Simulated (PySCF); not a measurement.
BrHSZn, SMILES [SH][Zn][Br].

Geometry optimised at PBE0-D3(BJ)/def2-SVP. The values are those of a single conformer.

Method: TDA-ωB97X/def2-SVPD (PySCF).

Vertical excitations. The molecule is in vacuum. State labels are in the subgroup Cs.

```json
[
 {"state": "S1", "symmetry": "A\"", "energy (eV)": "5.29", "λ (nm)": "234", "f": "0.020", "main pairs": "HOMO→LUMO 94 %"},
 {"state": "S2", "symmetry": "A\"", "energy (eV)": "5.98", "λ (nm)": "207", "f": "0.000", "main pairs": "HOMO→LUMO+1 87 %"},
 {"state": "S3", "symmetry": "A'", "energy (eV)": "6.23", "λ (nm)": "199", "f": "0.031", "main pairs": "HOMO−1→LUMO 93 %"},
 {"state": "S4", "symmetry": "A\"", "energy (eV)": "6.31", "λ (nm)": "197", "f": "0.061", "main pairs": "HOMO−2→LUMO 93 %"},
 {"state": "S5", "symmetry": "A'", "energy (eV)": "6.57", "λ (nm)": "189", "f": "0.010", "main pairs": "HOMO→LUMO+2 64 %, HOMO−3→LUMO 32 %"},
 {"state": "S6", "symmetry": "A\"", "energy (eV)": "6.73", "λ (nm)": "184", "f": "0.006", "main pairs": "HOMO→LUMO+4 49 %, HOMO→LUMO+3 28 %, HOMO→LUMO+1 9 %"},
 {"state": "S7", "symmetry": "A\"", "energy (eV)": "7.12", "λ (nm)": "174", "f": "0.000", "main pairs": "HOMO−2→LUMO+1 94 %"},
 {"state": "S8", "symmetry": "A'", "energy (eV)": "7.12", "λ (nm)": "174", "f": "0.039", "main pairs": "HOMO−1→LUMO+1 69 %, HOMO−3→LUMO 11 %"},
 {"state": "S9", "symmetry": "A\"", "energy (eV)": "7.41", "λ (nm)": "167", "f": "0.000", "main pairs": "HOMO−1→LUMO+2 96 %"},
 {"state": "S10", "symmetry": "A'", "energy (eV)": "7.43", "λ (nm)": "167", "f": "0.083", "main pairs": "HOMO−3→LUMO+1 67 %, HOMO−2→LUMO+2 13 %"},
 {"state": "T1", "symmetry": "A\"", "energy (eV)": "4.96", "λ (nm)": "250", "f": "0", "main pairs": "HOMO→LUMO 92 %"},
 {"state": "T2", "symmetry": "A\"", "energy (eV)": "5.77", "λ (nm)": "215", "f": "0", "main pairs": "HOMO→LUMO+1 64 %, HOMO→LUMO+4 17 %, HOMO→LUMO+3 10 %"},
 {"state": "T3", "symmetry": "A'", "energy (eV)": "5.90", "λ (nm)": "210", "f": "0", "main pairs": "HOMO−1→LUMO 90 %"},
 {"state": "T4", "symmetry": "A\"", "energy (eV)": "5.97", "λ (nm)": "208", "f": "0", "main pairs": "HOMO−2→LUMO 89 %"}
]
```
Triplets are in the Tamm–Dancoff approximation.
